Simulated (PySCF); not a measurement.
Energies from PySCF, thermal terms from the rigid-rotor harmonic-oscillator model, ideal gas at 1 bar. Table values come from the NASA 1993 polynomials. 6-31G* has spherical d functions here. All species are closed-shell singlets. B3LYP is the form with VWN-RPA correlation. Br: all electrons, no relativistic terms. The harmonic model lacks anharmonicity and excited electronic states, which grow with temperature; levels with a mode under 35 cm⁻¹ are left out.

Harmonic frequencies at B3LYP/6-31G* (cm⁻¹): 314. Point group D∞h; S°(298 K) = 245.9 J/mol/K at this level.

Problem. Work out Cp and S° of gaseous Br2 at 500, 800, 1200, 1600, 2000 K from these, and set them beside the table.

Solution. 
```json
[
 {"T (K)": "500", "Cp B3LYP/6-31G*": "36.9", "Cp table": "37.1", "S° B3LYP/6-31G*": "264.7", "S° table": "264.4"},
 {"T (K)": "800", "Cp B3LYP/6-31G*": "37.2", "Cp table": "37.6", "S° B3LYP/6-31G*": "282.1", "S° table": "282.0"},
 {"T (K)": "1200", "Cp B3LYP/6-31G*": "37.3", "Cp table": "37.8", "S° B3LYP/6-31G*": "297.3", "S° table": "297.3"},
 {"T (K)": "1600", "Cp B3LYP/6-31G*": "37.4", "Cp table": "38.3", "S° B3LYP/6-31G*": "308.0", "S° table": "308.2"},
 {"T (K)": "2000", "Cp B3LYP/6-31G*": "37.4", "Cp table": "39.3", "S° B3LYP/6-31G*": "316.3", "S° table": "316.8"}
]
```
Units J/mol/K.
